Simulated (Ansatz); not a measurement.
Wavefunction ladder for ClH$_{5}$O$_{2}$Si$_{2}$ (`O[SiH2][SiH](O)Cl`)

```xyz
10

O    -1.9085    0.7267    0.6373
Si   -1.2881   -0.5266   -0.2379
Si    1.0490   -0.3153   -0.1468
O     1.2170    1.3117    0.0594
Cl    1.8527   -1.3215    1.4684
H    -1.3599    1.5135    0.6797
H    -1.7293   -0.4836   -1.6616
H    -1.7653   -1.7947    0.3645
H     1.8342   -0.7896   -1.3161
H     2.0983    1.6793    0.1532
```

Total charge 0; spin multiplicity 1. Geometry: relaxed with PBE0-D4/def2-TZVP. It is one conformer, not always the lowest. Frozen core, restricted reference, Ansatz. CBS rows extrapolate triple and quadruple zeta; past MP2 they add the triple-zeta difference.

```csv
basis,HF (Eh),MP2 corr.,CCSD corr.,(T),CCSD(T) total
def2-TZVPP,-1190.25922,-0.91028,-0.95778,-0.03554,-1191.25254
def2-QZVPP,-1190.29775,-0.98959,–,–,–
CBS(def2),-1190.30306,-1.04833,-1.09583,as TZ,-1191.43443
```
